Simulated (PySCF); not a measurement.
Stepwise substitution at one centre (Ga Cl-SiH3). Gas-phase values, no solvent. Strings in code marks are SMILES.

The dipole moment from two functionals at the same geometries (ωB97X-D3(BJ)/def2-TZVP), both in PySCF: PBE-D3(BJ)/def2-TZVP and ωB97X-D3(BJ)/def2-TZVP. 

```json
[
 {"species": "0 of 3 Cl replaced by SiH3 (`[Ga]([Cl])([Cl])[Cl]`)", "PBE-D3(BJ)/def2-TZVP (D)": "0.00"},
 {"species": "1 of 3 Cl replaced by SiH3 (`[SiH3][Ga]([Cl])[Cl]`)", "PBE-D3(BJ)/def2-TZVP (D)": "2.55"},
 {"species": "2 of 3 Cl replaced by SiH3 (`[SiH3][Ga]([SiH3])[Cl]`)", "PBE-D3(BJ)/def2-TZVP (D)": "1.94"},
 {"species": "3 of 3 Cl replaced by SiH3 (`[SiH3][Ga]([SiH3])[SiH3]`)", "PBE-D3(BJ)/def2-TZVP (D)": "0.02"}
]
```

Q: What does ωB97X-D3(BJ)/def2-TZVP give for each?

A: 
- 0 of 3 Cl replaced by SiH3 (`[Ga]([Cl])([Cl])[Cl]`): 0.00
- 1 of 3 Cl replaced by SiH3 (`[SiH3][Ga]([Cl])[Cl]`): 2.71
- 2 of 3 Cl replaced by SiH3 (`[SiH3][Ga]([SiH3])[Cl]`): 2.21
- 3 of 3 Cl replaced by SiH3 (`[SiH3][Ga]([SiH3])[SiH3]`): 0.02
Over these rows, drawn at random from the members with no instability flagged (it was tested for open shells, ions and some series alone), PBE minus ωB97X-D3(BJ): mean -0.11 D, from -0.27 D to 0.00 D.
